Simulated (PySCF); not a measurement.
B2H8P2: core ionisation energies

Compound: (H2B-mu-PH2)2.
Cartesian coordinates in Å at the PBE0-D3(BJ)/def2-SVP level; atoms count from 1:
```xyz
12
B2H8P2 angstrom
B     -1.4141    0.0766   -0.1619
H     -1.8778    0.7842   -1.0342
H     -2.2277   -0.5194    0.5125
P     -0.0338    1.0322    0.8885
B      1.4359   -0.0714    0.1493
H      1.9737   -0.7560    0.9958
H      2.1890    0.5554   -0.5671
P      0.0482   -1.0629   -0.8597
H     -0.1784    0.9917    2.2968
H      0.0538    2.4292    0.6756
H     -0.0438   -2.4474   -0.5766
H      0.1906   -1.0951   -2.2680
```

The calculation used delta-SCF UKS SCAN, pcX-2 on the ionised atom, pcseg-1 elsewhere, spin-free X2C (PySCF). Each binding energy is the total energy of the core-ionised species, with the hole localised on one atom, minus that of the ground state; both are solved self-consistently, so orbital relaxation is included.

Task: What binding energy does each computed site have?

Result: 
| atom(s) | environment | level | binding energy (eV) | 2p1/2 (eV) | count |
| --- | --- | --- | --- | --- | --- |
| P4/P8 | phosphorus bonded to 2 B and 2 H | P 1s | 2150.49 | – | 2 |
| B1/B5 | boron bonded to 2 P and 2 H | B 1s | 194.30 | – | 2 |
| P4/P8 | phosphorus bonded to 2 B and 2 H | P 2p3/2 | 136.92 | 137.81 | 2 |

Task: Which photon wavelength matches the P 1s of P4/P8 threshold?

Result: λ = hc/E = 12398.42 eV Å / 2150.49 eV = 5.765 Å.

Task: Which effective nuclear charge Zeff reproduces each element's mean 1s value in the hydrogen-like formula E = 13.606 eV × Zeff²?

Result: B (Z = 5): mean 194.3 eV, Zeff = 3.78, Z − Zeff = 1.22; P (Z = 15): mean 2150.5 eV, Zeff = 12.57, Z − Zeff = 2.43. Means run over the listed sites, weighted by atom count.

The first atom of each set that the bonding makes equivalent was ionised and stands for the set. Spin–orbit and ligand-field terms were added within each 2p shell after the spin-free SCF. 2p1/2 minus 2p3/2 (ligand field included): P 0.89 eV. Geometry: PBE0-D3(BJ)/def2-SVP, one conformer, isolated molecule.
